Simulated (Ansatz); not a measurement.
Cost and result up the ladder for NbO4H3 (8 atoms). Charge 0, multiplicity 1. Geometry: PBE-D4/def2-SVP.

```csv
atom,x (Å),y (Å),z (Å)
Nb1,0.560,0.141,-0.336
O2,2.215,-0.283,-0.450
O3,-0.515,-1.343,-0.856
O4,0.288,0.749,1.512
O5,-1.111,1.085,1.180
H6,0.387,1.444,-1.556
H7,-0.222,-2.206,-1.202
H8,-1.601,0.414,1.708
```

Ansatz on 4 threads of Arm Neoverse V2 on a shared host. Times are rough, and most runs start from the orbitals of an earlier one. ωB97M-V/def2-TZVP serves as the yardstick here, not as an exact answer. Differences are given only for rows in sets of like size (and for xTB, whose basis is part of the method), since another set adds its own error. Binding counts from free atoms at the same level (Nb sextet, O triplet, H doublet; other spins of the atoms weren't run), without zero-point energy or a counterpoise term.

In the def2 sets Nb takes a core potential; there is no spin–orbit coupling. Correlated methods freeze 4 core orbitals; core or outer-core shells of Nb are correlated, in sets that lack core-valence functions. The structure holds one bond between oxygen atoms, so isomers without such links may lie far lower. The structure comes from a short search, and lower isomers may exist.

Correlated methods converge slowly with the basis.

```tsv
level	functions	wall time	binding energy per atom (eV)	difference from ωB97M-V/def2-TZVP (eV)	remarks
LDA (SPW92)/def2-TZVP	182	0.8 s	4.88	0.90	–
HF/def2-TZVP	182	0.95 s	2.12	-1.87	–
PBE0-D4/def2-SVP	102	1.1 s	3.94	–	–
PBE-D4/def2-TZVP	182	1.6 s	4.22	0.24	–
revPBE-D4/def2-TZVP	182	1.6 s	4.06	0.08	–
BLYP-D4/def2-TZVP	182	1.6 s	4.19	0.20	–
PBE0-D4/def2-TZVP	182	2 s	3.90	-0.08	–
CAM-B3LYP-D4/def2-TZVP	182	2.4 s	4.02	0.03	–
PBE-D4/def2-TZVPD	227	2.5 s	4.22	0.24	–
PBE0-D4/def2-TZVPD	227	2.8 s	3.91	-0.08	–
r2SCAN-D4/def2-TZVP (with forces)	182	3.5 s	4.02	0.04	–
r2SCAN-D4/def2-TZVPD	227	4.7 s	4.03	0.04	–
ωB97M-V/def2-TZVP	182	7 s	3.98	0.00	–
CCSD(T)/def2-TZVP	182	93 s	3.91	-0.07	test for broken spin undecided
```
